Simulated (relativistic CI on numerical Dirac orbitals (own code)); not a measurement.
# What each ingredient does to the levels of Re XXVIII

Base calculation: Dirac-Coulomb-Breit CI, orbitals from a KLI potential per configuration, a model potential for QED, unscaled Slater integrals.

Configurations in the expansion (outside the closed core [Ar] 3d10): 4s2 4p6 4d10 4f2, 4s2 4p6 4d9 4f3, 4s2 4p6 4d10 4f 5s, 4s2 4p6 4d10 4f 5p, 4s2 4p6 4d10 5s2, 4s2 4p6 4d10 5s 5p, 4s2 4p5 4d10 4f3, 4s2 4p6 4d10 4f 5d, 4s2 4p6 4d9 4f2 5s, 4s 4p6 4d10 4f3, 4s2 4p6 4d10 5p 5d, 4s2 4p6 4d10 4f 5f, 4s2 4p6 4d9 4f2 5p, 4s2 4p6 4d10 4f 6s, 4s2 4p6 4d10 4f 5g, 4s2 4p6 4d10 4f 6p, 4s2 4p6 4d10 4f 6d, 4s2 4p5 4d10 4f2 5s, 4s2 4p6 4d10 4f 7s, 4s2 4p6 4d10 4f 6g, 4s 4p6 4d10 4f 5s2, 4s 4p6 4d10 4f 5p2, 4s2 4p6 4d10 5p2, 4s2 4p6 4d9 5s 5p2, 4s2 4p6 4d10 5s 5d, 4s2 4p6 4d9 5s2 5d, 4s2 4p6 4d10 5d2, 4s2 4p6 4d9 5s 5d2. Double excitations out of closed p, d and f shells are left out; levels of such configurations are missing from the list, as are those of other unlisted configurations, and high levels can miss mixing partners.

The lowest level and the first level of each name with at least 55 % of one term (blank where a level has no safe partner in the second run):

```
                   Level  Base (cm⁻¹)  Shift (cm⁻¹)
   4s2 4p6 4d10 4f2 3H_4            0             0
   4s2 4p6 4d10 4f2 3F_2        20455         -6881
   4s2 4p6 4d10 4f2 3H_5        28104        -28104
   4s2 4p6 4d10 4f2 3F_3        42086        -28512
   4s2 4p6 4d10 4f2 3H_6        51672        -51672
   4s2 4p6 4d10 4f2 3F_4        74393              
   4s2 4p6 4d10 4f2 1D_2        77131        -27906
   4s2 4p6 4d10 4f2 3P_0        79960        -15390
   4s2 4p6 4d10 4f2 3P_1        93332        -28763
   4s2 4p6 4d10 4f2 1I_6        95742        -34291
   4s2 4p6 4d10 4f2 3P_2       114726        -50157
   4s2 4p6 4d10 4f2 1S_0       195434        -40884
4s2 4p6 4d10 4f 5s 3F°_2      1121310       +402473
4s2 4p6 4d10 4f 5s 3F°_3      1124688       +399095
4s2 4p6 4d10 4f 5s 3F°_4      1153340       +370443
4s2 4p6 4d10 4f 5s 1F°_3      1159313       +372223
 4s2 4p6 4d10 4f 5p 3G_3      1489104              
   4s2 4p6 4d9 4f3 5G°_2      1605106        -31055
   4s2 4p6 4d9 4f3 5D°_0      1641257        -60720
   4s2 4p6 4d9 4f3 5L°_8      1647493        -47334
   4s2 4p6 4d9 4f3 5L°_9      1657335        -57176
  4s2 4p6 4d9 4f3 5L°_10      1665716        -65557
```

At this charge energies of transitions that change n are usually good to better than 1 %, and those within a shell (Δn = 0) to a few per cent. Terms inside the open d or f shell come out 10 to 20 % too wide with unscaled integrals.

(1) One thing was changed in a second run, which moved the levels as shown. Which?
A. one mean potential for all configurations
B. QED terms removed
C. non-relativistic limit
D. configuration mixing switched off
E. Breit term removed

Results:

(1) C. Non-relativistic limit. Without relativity the fine structure collapses and s electrons lose their extra binding.

LS names give the leading component of a level, which can be under half, so a name can repeat, a term be missing and a line seem to break the LS rules.
